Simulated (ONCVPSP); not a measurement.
# gallium: excitation energies, all-electron against ONCV

```
Element                 : gallium
Generator               : ONCVPSP 4.0.1
Type                    : optimised norm-conserving Vanderbilt (ONCV)
Functional              : LDA (Perdew-Wang 92)
Relativity              : scalar-relativistic
Frozen core             : [Ar] 3d10
Valence charge          : 3
Reference configuration : 4s2 4p1
Partial waves           : 4s: rc 2.05 bohr, ncon 5, nbas 9, qcut 3.3 1/bohr, 2 projectors, debl 2 Ha; 4p: rc 2.05 bohr, ncon 4, nbas 7, qcut 4.4 1/bohr, 2 projectors, debl 2.3 Ha; d scattering state at 0.35 Ha: rc 2.25 bohr, ncon 4, nbas 7, qcut 4.3 1/bohr, 2 projectors, debl 3.7 Ha
Local potential         : polynomial inside 2.00 bohr (lpopt 3, dvloc0 1 Ha)
Core correction         : none
```

Energies are relative to the spin-unpolarised reference configuration 4s2 4p1; without spin polarisation the order of configurations can differ from experiment.

```
valence configuration  charge  ΔE all-electron (eV)  error AE − PS (meV)
              4s2 4p0      +1                 5.883                 +8.6
              4s1 4p0      +2                27.380                 +122
            4s2 4p0.5    +0.5                 2.118                 +1.2
```

Q: What are ΔE and the potential's error for 4s1 4p2?

A: ΔE = 6.614 eV all-electron; the error (AE − PS) is +13 meV.

Levels in the configuration 4s1 4p0:

```tsv
level	all-electron (eV)	pseudo (eV)
4s	-26.473	-26.185
```
